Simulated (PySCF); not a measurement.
Static response to an electric field

C4H13AsGe.
Structure used (PBE0-D3(BJ)/def2-SVP), in Å, numbered top down from 1:
```xyz
19
C4H13AsGe angstrom
C     -2.0278    1.0289    0.1831
C     -2.2094   -0.4485    0.4973
C     -1.1204   -1.3522   -0.0737
Ge     0.7028   -1.0511    0.6065
As     1.8068    0.8382   -0.4419
C      3.5512    0.6231    0.4679
H     -2.8799    1.6242    0.5442
H     -1.1215    1.4379    0.6576
H     -1.9363    1.2001   -0.9018
H     -2.2650   -0.5859    1.5911
H     -3.1865   -0.7824    0.1064
H     -1.3499   -2.4088    0.1421
H     -1.0778   -1.2649   -1.1729
H      1.5594   -2.2915    0.2619
H      0.6781   -0.9083    2.1473
H      1.2347    1.8373    0.5596
H      4.1505    1.5284    0.2960
H      3.4561    0.4522    1.5487
H      4.0755   -0.2294    0.0133
```

Level: PBE0/def2-SVPD (PySCF), static field, nuclei fixed, core orbitals frozen in the response. The polarisability tensor in these axes (au):

```
x   137.76   8.88  -0.91
y     8.88 115.03  -6.64
z    -0.91  -6.64  99.31
```

Question: Give the principal values, the mean and the anisotropy Δα = √{½[(α1 − α2)² + (α2 − α3)² + (α1 − α3)²]}.

Answer: Principal values 96.75, 114.31 and 141.04 au; mean 117.37 au = 17.39 Å³ = 19.35 × 10⁻⁴⁰ C²·m²/J; Δα = 38.63 au (33 % of the mean).

Question: What is the dipole moment, and where does it point?

Answer: (-0.30, -0.20, 0.41) D, 0.55 D in size, pointing from the negative to the positive side. Measured along this direction, the outermost atoms are H17 at the negative end and H10 at the positive end.

Question: Refractivity n − 1 of an ideal gas of it at 273.15 K and 1 atm, from the electronic α?

Answer: N = p/kT = 2.6868 × 10¹⁹ cm⁻³, so n − 1 = 2π × N × 17.39 × 10⁻²⁴ cm³ = 2936 × 10⁻⁶ at long wavelengths.

Question: Sum over states: ᾱ = Σ f/ω², ω in Eh. What share falls to these 6 lowest TDDFT singlets (eV, f)? 5.65, 0.0355; 5.98, 0.0924; 6.33, 0.2072; 6.79, 0.0159; 6.94, 0.0164; 6.95, 0.0059.

Answer: They add up to 7.16 au, 6.1 % of the 117.37 au; the largest single term is 3.83 au, from the state at 6.33 eV. Terms in order: 0.82, 1.91, 3.83, 0.25, 0.25, 0.09 au. Higher excitations give the rest. The strengths listed sum to 0.373.

Question: What depolarisation ratio follows for Rayleigh scattering of linearly polarised light, taking the static tensor?

Answer: ρ = 3Δα²/(45ᾱ² + 4Δα²) = 4477.2/(619874 + 5969.7) = 0.00715.

The structure is a single PBE0-D3(BJ)/def2-SVP conformer in the gas phase; no vibrational or solvent corrections. The calculation is non-relativistic, for germanium and arsenic too.
